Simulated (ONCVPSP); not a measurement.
# Pseudopotential generation for germanium: ONCV, PBE, scalar-relativistic.

germanium (Ge), optimised norm-conserving Vanderbilt (ONCV), made with ONCVPSP 4.0.1 (PBE, scalar-relativistic). Core [Ne], reference 3s2 3p6 3d10 4s2 (charge +2). Waves: 3s+4s: rc 1.00 bohr, ncon 4, nbas 8, qcut 13.1 1/bohr, 2 projectors; 3p: rc 0.60 bohr, ncon 5, nbas 9, qcut 15.7 1/bohr, 2 projectors, debl 0.6 Ha; 3d: rc 1.30 bohr, ncon 4, nbas 9, qcut 11.2 1/bohr, 2 projectors, debl 2.5 Ha. Local part: polynomial inside 0.40 bohr (lpopt 5, dvloc0 0 Ha). Core correction: Teter function, fcfact 5.5, rcfact 1.

In the p channel the program set the typed energies aside and used -4.982, 0.250 Ha.

All-electron outer shells of the reference configuration (PBE, scalar-relativistic, ld1.x):

```csv
shell,level (eV),outermost node (bohr),outermost maximum (bohr)
2p,-1218.74,–,0.14
3s,-188.44,0.26,0.54
3p,-135.57,0.23,0.54
3d,-49.19,–,0.50
4s,-29.25,0.77,1.66
```

Q: Does the generator finish with these settings?

A: Yes, a potential is produced and its reference levels are reproduced.

Q: Estimate the cutoffs (Ha) at which the residual kinetic energy of the hardest occupied pseudo-wave falls to 1 and 0.1 mHa per electron.

A: 119 Ha and 326 Ha.

Q: What does a ghost test show?

A: No bound ghost flagged; GHOST(+) flagged for s at 253.4 eV.

Q: Which valence shell sets the plane-wave cutoff?

A: 3p: 119 Ha for 1 mHa per electron, against 60 Ha for 3s.

Q: Tests: 3s2 3p6 3d10 4s2 4p2; 3s2 3p6 3d10 4s2 4p1; 3s2 3p6 3d10 4s1; 3s2 3p6 3d10 4s0 4p4. Which has the largest error in its energy relative to the reference configuration, and how large is it?

A: 3s2 3p6 3d10 4s1, with -5.7 meV (all-electron minus pseudo) on +34.79 eV.
